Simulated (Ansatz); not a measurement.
Mulliken charges of C₂H₆BN, SMILES `BCN=C` from B3LYP/def2-TZVPP in Ansatz (PBE0-D4/def2-TZVP geometry).

```tsv
atom	x (Å)	y (Å)	z (Å)	charge (e)
B1	-1.494	0.697	-0.363	-0.093
C2	0.048	0.571	-0.216	0.003
N3	0.514	-0.213	0.894	-0.198
C4	1.225	-1.222	0.654	-0.112
H5	-1.921	1.252	-1.334	0.039
H6	-2.243	0.297	0.476	0.050
H7	0.521	0.304	-1.178	0.063
H8	0.337	1.626	-0.046	0.079
H9	1.571	-1.842	1.480	0.112
H10	1.525	-1.521	-0.362	0.056
```

Question: By hand: the dipole of these point charges (1 e Å = 4.8032 D).

Answer: Σ q r = (0.034, 0.036, -0.178) e Å, of length 0.185 e Å = 0.89 D.

Question: How does the dipole of the full density compare? (An estimate is asked.)

Answer: The calculation gave: (0.178, -0.072, -0.268) e Å, 1.58 D; the point charges give 0.56 times that, at 33° from its direction.

Point charges leave out the atoms' own dipoles, such as those of lone pairs, and Mulliken's split depends on the basis, so the two needn't agree.

B3LYP here is the variant with VWN-RPA as its local correlation; programs differ in this.
